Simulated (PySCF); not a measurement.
# MO2+ across the 5d metals

Level: PBE0, basis family def2-TZVP, scalar-relativistic core potentials from Rb on and no relativity for lighter atoms.

Each entry is the lowest minimum that a search over a few typed start shapes (and spin states, where more than one is plausible) found, or that minimum re-optimised at the stated level; isomers with ligand–ligand bonds, or fragments after loss of a ligand pair, can lie lower. Open shells are unrestricted; no spin–orbit coupling; PySCF with density fitting.

```tsv
molecule	2S+1	point group	mean bond to the central atom (Å)	distinct angles (°)	polar-tensor charge of the central atom	dipole (D)
TaO₂⁺	1	C2v	1.688	103	2.22	6.11
WO₂⁺	2	C2v	1.662	103	1.96	4.76
ReO₂⁺	?	?	?	?	?	?
OsO₂⁺	2	C2v	1.653	117	1.72	3.07
```

**Question.** Fill in the row of ReO₂⁺.

**Answer.** 2S+1: 3; point group: C2v; mean bond to the central atom (Å): 1.659; distinct angles (°): 112; polar-tensor charge of the central atom: 1.87; dipole (D): 3.66.

The bond shortens at every step; the largest change, -0.026 Å, falls between TaO₂⁺ and WO₂⁺ among the members listed.

Some spin contamination in OsO₂⁺.

Spin–orbit coupling can matter for TaO₂⁺, WO₂⁺, ReO₂⁺, OsO₂⁺.

Left out of the table are members whose search was unfinished or whose lowest solution was spin-contaminated, unstable, very soft or bonded differently.

Open d and f shells are single-determinant solutions and may miss the true ground state.
